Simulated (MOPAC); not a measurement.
MOPAC input (PM3):

```
PM3 1SCF UHF MS=0.5 GEO-OK AUX(PRECISION=9) THREADS=1
H4BOSi

O     1.79949900 1   -0.48042500 1    0.23946600 1
B     0.83576600 1    0.38591500 1   -0.07499200 1
Si   -1.15967200 1    0.12365700 1   -0.09746900 1
H     2.70270200 1   -0.14399000 1    0.18307200 1
H    -1.66381200 1   -1.22397000 1    0.28862100 1
H    -1.63008100 1    0.42426200 1   -1.47208100 1
H    -1.74821900 1    1.12633100 1    0.82419400 1
```

From the output:

```
                                                       MOPAC v23.2.5 Linux

          FINAL HEAT OF FORMATION =        -30.86758 KCAL/MOL =    -129.14995 KJ/MOL

          COSMO AREA              =        107.29 SQUARE ANGSTROMS
          COSMO VOLUME            =         93.79 CUBIC ANGSTROMS

          IONIZATION POTENTIAL    =          8.181296 EV
          ALPHA SOMO LUMO (EV)    =         -8.181  0.801
          BETA  SOMO LUMO (EV)    =        -11.473 -0.050
          NO. OF ALPHA ELECTRONS  =          9
          NO. OF BETA  ELECTRONS  =          8
          MOLECULAR WEIGHT        =         58.9265         POINT GROUP:  Cs

          MOLECULAR DIMENSIONS (Angstroms)

            Atom       Atom       Distance
            H     7    H     4     4.67284
            H     6    H     5     2.40572
            H     4    H     5     1.96076

          SCF CALCULATIONS        =          1

   ATOM   CHEMICAL          X               Y               Z
  NUMBER   SYMBOL      (ANGSTROMS)     (ANGSTROMS)     (ANGSTROMS)

     1       O          1.79949900  *  -0.48042500  *   0.23946600  *
     2       B          0.83576600  *   0.38591500  *  -0.07499200  *
     3      Si         -1.15967200  *   0.12365700  *  -0.09746900  *
     4       H          2.70270200  *  -0.14399000  *   0.18307200  *
     5       H         -1.66381200  *  -1.22397000  *   0.28862100  *
     6       H         -1.63008100  *   0.42426200  *  -1.47208100  *
     7       H         -1.74821900  *   1.12633100  *   0.82419400  *

                             CARTESIAN COORDINATES

   1    O        1.799499000    -0.480425000     0.239466000
   2    B        0.835766000     0.385915000    -0.074992000
   3   Si       -1.159672000     0.123657000    -0.097469000
   4    H        2.702702000    -0.143990000     0.183072000
   5    H       -1.663812000    -1.223970000     0.288621000
   6    H       -1.630081000     0.424262000    -1.472081000
   7    H       -1.748219000     1.126331000     0.824194000

           Empirical Formula: H4 O B Si  =     7 atoms

      MOLECULAR POINT GROUP   :   Cs

          ALPHA EIGENVALUES
 -38.71756 -21.16556 -17.60017 -16.14816 -14.37440 -13.27543 -11.63047 -11.61518
  -8.18130   0.80146   1.83460   1.86816   2.21257   2.93769   4.04008   6.16528

           BETA EIGENVALUES
 -38.65210 -20.59333 -16.77813 -15.74855 -14.31400 -12.69515 -11.61017 -11.47304
  -0.04972   1.43554   1.91449   2.07015   2.81068   3.22006   4.21003   6.29694

              NET ATOMIC CHARGES AND DIPOLE CONTRIBUTIONS

  ATOM NO.   TYPE          CHARGE      No. of ELECS.   s-Pop       p-Pop
    1          O          -0.265505        6.2655     1.69883     4.56668
    2          B           0.006859        2.9931     1.48587     1.50727
    3         Si           0.325281        3.6747     0.98437     2.69035
    4          H           0.221191        0.7788     0.77881
    5          H          -0.108270        1.1083     1.10827
    6          H          -0.089778        1.0898     1.08978
    7          H          -0.089778        1.0898     1.08978
 DIPOLE           X         Y         Z       TOTAL
 POINT-CHG.     1.114     0.633    -0.136     1.289
 HYBRID         0.627    -0.817     0.282     1.068
 SUM            1.742    -0.184     0.146     1.757

          ATOMIC ORBITAL ELECTRON POPULATIONS

     Atom    s        px        py        pz
    1  O   1.69883   1.23819   1.61242   1.71606
    2  B   1.48587   0.65427   0.53178   0.32122
    3 Si   0.98437   0.91245   0.88040   0.89750
    4  H   0.77881
    5  H   1.10827
    6  H   1.08978
    7  H   1.08978

                    (SZ)    =    0.500000
                    (S**2)  =    0.768068

          ATOMIC ORBITAL SPIN POPULATIONS

    Atom   Total    s     px     py     pz
         Atomic
    1  O  0.0796 -0.002  0.003  0.078  0.001
    2  B  0.4836  0.188 -0.022  0.287  0.031
    3 Si  0.4610  0.124  0.287  0.012  0.038
    4  H  0.0014  0.001
    5  H  0.0388  0.039
    6  H -0.0322 -0.032
    7  H -0.0322 -0.032

 **********************
 *                    *
 * JOB ENDED NORMALLY *
 *                    *
 **********************

 == MOPAC DONE ==
```

The geometry given is a B3LYP-D3(BJ)/def2-TZVP minimum.
